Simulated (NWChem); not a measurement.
CH$_{3}$FN$_{2}$Sr

```xyz
8

Sr    -0.1924     0.7122    -0.0007
F     -1.0161     2.6805    -0.0028
C     -0.2722    -2.1353    -0.0006
N     -0.2355    -1.4914    -1.1575
N     -0.2422    -1.4911     1.1565
H     -0.3337    -3.2446    -0.0007
H     -0.2798    -2.1239    -1.9485
H     -0.2909    -2.1235     1.9475
```
Atoms are numbered in this order, from 1.

Level: PBE0/def2-SVP with def2 effective core potentials on Sr (NWChem), optimised geometry, unscaled harmonic frequencies. def2 effective core potentials on Sr; no spin-orbit coupling.

Problem. List the harmonic frequencies with IR intensities, and the thermochemistry.

Solution. 
```
frequency (cm⁻¹)  IR intensity (km/mol)
----------------  ---------------------
43                                 25.5
63                                 21.2
197                               127.3
285                                35.0
326                                15.8
503                               149.2
622                                 0.2
713                                 6.0
752                               120.1
1048                                0.4
1166                                0.5
1169                              165.4
1339                              158.1
1439                               52.3
1655                              370.8
3012                               96.3
3642                               33.8
3646                                7.3
```

```json
{
 "zero_point_energy": "30.9 kcal/mol",
 "thermal correction to the enthalpy at 298.15 K (with zero-point energy)": "35.6 kcal/mol",
 "heat capacity Cv": "19.9 cal/(mol K)",
 "entropy at 298.15 K and 1 atm (symmetry number 1)": "84.2 cal/(mol K)"
}
```

Rigid rotor and harmonic oscillator; modes under 100 cm⁻¹ make the entropy uncertain.
